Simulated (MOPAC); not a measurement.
MOPAC input (PM6):

```
PM6 PRECISE GNORM=0.05 LET XYZ CHARGE=1 GEO-OK AUX(PRECISION=9) THREADS=1
H5BO2P

O    -0.97746000 1    1.38093600 1   -0.09012500 1
B    -0.64327800 1    0.09300000 1   -0.04416700 1
O    -1.28882400 1   -1.07189500 1   -0.06975900 1
P     1.32792600 1   -0.17854900 1    0.09420400 1
H    -1.90437800 1    1.64726100 1   -0.16139900 1
H    -2.25266000 1   -1.10469400 1   -0.13874700 1
H     2.05238500 1    1.01317300 1    0.19815200 1
H     1.84855700 1   -0.85847300 1   -1.01356800 1
H     1.68387400 1   -0.95636900 1    1.20240300 1
```

From the output:

```
                                                       MOPAC v23.2.5 Linux

          FINAL HEAT OF FORMATION =         16.57695 KCAL/MOL =      69.35795 KJ/MOL

          COSMO AREA              =        109.21 SQUARE ANGSTROMS
          COSMO VOLUME            =         91.25 CUBIC ANGSTROMS

          GRADIENT NORM           =          0.03773          =       0.01258 PER ATOM
          IONIZATION POTENTIAL    =         17.350825 EV
          HOMO LUMO ENERGIES (EV) =        -17.351 -4.660
          NO. OF FILLED LEVELS    =         12
          MOLECULAR WEIGHT        =         78.8221         POINT GROUP:  Cs

          MOLECULAR DIMENSIONS (Angstroms)

            Atom       Atom       Distance
            H     7    H     6     4.89695
            H     5    H     9     4.32671
            H     8    H     5     2.24585

          SCF CALCULATIONS        =         28

   ATOM   CHEMICAL          X               Y               Z
  NUMBER   SYMBOL      (ANGSTROMS)     (ANGSTROMS)     (ANGSTROMS)

     1       O         -0.96887776  *   1.37761111  *  -0.08948335  *
     2       B         -0.68961843  *   0.08433084  *  -0.04847403  *
     3       O         -1.32004869  *  -1.07824142  *  -0.07188348  *
     4       P          1.36036025  *  -0.17983032  *   0.09565846  *
     5       H         -1.81642560  *   1.80789710  *  -0.15560407  *
     6       H         -2.25264911  *  -1.25695949  *  -0.13344429  *
     7       H          2.02275314  *   1.10727648  *   0.20038098  *
     8       H          1.85572371  *  -0.87042501  *  -1.08048009  *
     9       H          1.68054974  *  -0.97286434  *   1.26793877  *

                             CARTESIAN COORDINATES

   1    O       -0.968877759     1.377611113    -0.089483354
   2    B       -0.689618430     0.084330837    -0.048474027
   3    O       -1.320048686    -1.078241423    -0.071883476
   4    P        1.360360245    -0.179830324     0.095658464
   5    H       -1.816425602     1.807897100    -0.155604070
   6    H       -2.252649110    -1.256959495    -0.133444291
   7    H        2.022753137     1.107276485     0.200380978
   8    H        1.855723706    -0.870425009    -1.080480088
   9    H        1.680549739    -0.972864340     1.267938769

           Empirical Formula: H5 O2 B P  =     9 atoms

      MOLECULAR POINT GROUP   :   Cs

                  EIGENVALUES
 -35.84717 -35.18292 -27.94906 -25.90599 -25.17017 -20.83413 -20.53624 -20.37841
 -19.54906 -17.66398 -17.37920 -17.35083  -4.65986  -3.62498  -2.03187  -1.87562
  -1.70612  -1.29087  -0.85424   0.58822   1.27275 116.76655 116.82648 117.21986
 117.27337 117.34357

              NET ATOMIC CHARGES AND DIPOLE CONTRIBUTIONS

  ATOM NO.   TYPE          CHARGE      No. of ELECS.   s-Pop       p-Pop       d-Pop
    1          O          -0.509640        6.5096     1.66233     4.84731
    2          B           0.516236        2.4838     0.85649     1.62727
    3          O          -0.508279        6.5083     1.65916     4.84912
    4          P           0.387247        4.6128     1.36750     3.22778     0.01747
    5          H           0.383564        0.6164     0.61644
    6          H           0.384618        0.6154     0.61538
    7          H           0.117022        0.8830     0.88298
    8          H           0.114462        0.8855     0.88554
    9          H           0.114770        0.8852     0.88523
 DIPOLE           X         Y         Z       TOTAL
 POINT-CHG.     2.017    -0.246     0.139     2.037
 HYBRID        -0.423     0.050    -0.033     0.427
 SUM            1.594    -0.196     0.106     1.610

          ATOMIC ORBITAL ELECTRON POPULATIONS

     Atom    s        px        py        pz      x^2-y^2     xz        z^2       yz        xy
    1  O   1.66233   1.55915   1.48784   1.80031
    2  B   0.85649   0.62248   0.60649   0.39830
    3  O   1.65916   1.45242   1.59518   1.80152
    4  P   1.36750   1.13212   1.04733   1.04833   0.00354   0.00225   0.00362   0.00384   0.00423
    5  H   0.61644
    6  H   0.61538
    7  H   0.88298
    8  H   0.88554
    9  H   0.88523

 **********************
 *                    *
 * JOB ENDED NORMALLY *
 *                    *
 **********************

 == MOPAC DONE ==
```

The dipole moment of an ion depends on the origin.

The geometry given is a B3LYP-D3(BJ)/def2-TZVP minimum.
